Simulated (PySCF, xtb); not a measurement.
CH3AlFIO, SMILES [Al]([F])([I])[O]C.

GFN2-xTB run with xtb at its own geometry gives an orbital gap of 4.04 eV and a dipole moment of 4.11 D.

Geometry: PBE0-D3(BJ)/def2-SVP. The def2 effective core potentials stand for the cores of I; spin–orbit coupling is left out. One conformer was computed; it need not be the lowest.

Question: What does PySCF with r2SCAN/def2-TZVP give? (Estimate from the structure and the level; the computed values follow.)

Answer: gap 5.60 eV (levels -7.21 and -1.61 eV), dipole 2.01 D.
